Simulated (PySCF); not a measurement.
ClTe, multiplicity 2. Atoms are numbered in the order given.

```xyz
2

Te     0.0000     0.0000    -0.5765
Cl     0.0000     0.0000     1.7634
```
Charge 0, spin multiplicity 2.

Geometry: B3LYP-D3(BJ)/def2-TZVP. The spin state was assumed, not searched. The def2 effective core potentials stand for the cores of Te; spin–orbit coupling is left out.

All values below come from PBE0/def2-TZVPD in PySCF.

Mulliken values depend strongly on the basis, most of all with diffuse functions as here. ESP charges are fitted to the potential on shells at 1.4 to 2.0 van der Waals radii. Atomic charges (e):

```json
[
 {"atom": "Te1", "Mulliken": "0.22", "ESP fit": "0.12", "Mulliken spin": "0.95"},
 {"atom": "Cl2", "Mulliken": "-0.22", "ESP fit": "-0.12", "Mulliken spin": "0.05"}
]
```
